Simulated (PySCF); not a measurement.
B(Cl)(H)(SH) (BClH2S), SMILES SBCl.

The structure is a stationary point at B3LYP-D3(BJ)/def2-TZVP. The values are those of a single conformer.

Computed with TDA-M06-2X/def2-SVPD (PySCF).

Vertical excitations. Gas-phase values at a fixed geometry. State labels are in the subgroup Cs.

Computed UV-visible absorptions:
```csv
state,symmetry,energy (eV),λ (nm),f,main pairs
S1,A",5.82,213,0.000,HOMO−1→LUMO 98 %
S2,A',6.32,196,0.239,HOMO→LUMO 92 %
S3,A",6.76,183,0.009,"HOMO→LUMO+1 61 %, HOMO→LUMO+5 21 %"
S4,A",7.43,167,0.000,HOMO−2→LUMO 96 %
S5,A",7.71,161,0.042,"HOMO→LUMO+2 32 %, HOMO→LUMO+1 26 %, HOMO→LUMO+3 17 %, HOMO→LUMO+5 13 %"
S6,A',7.90,157,0.014,HOMO−1→LUMO+1 72 %
S7,A',8.13,153,0.054,"HOMO−3→LUMO 78 %, HOMO−1→LUMO+1 12 %"
S8,A",8.22,151,0.001,HOMO−4→LUMO 89 %
S9,A",8.34,149,0.000,"HOMO→LUMO+2 44 %, HOMO→LUMO+3 40 %"
S10,A",8.63,144,0.006,"HOMO→LUMO+5 48 %, HOMO→LUMO+3 20 %, HOMO→LUMO+2 11 %, HOMO→LUMO+6 9 %"
T1,A',4.91,252,0,HOMO→LUMO 97 %
T2,A",5.53,224,0,HOMO−1→LUMO 96 %
T3,A",6.46,192,0,"HOMO→LUMO+1 53 %, HOMO→LUMO+5 25 %, HOMO→LUMO+3 9 %"
T4,A',6.83,182,0,HOMO−3→LUMO 96 %
```
Triplets are in the Tamm–Dancoff approximation.
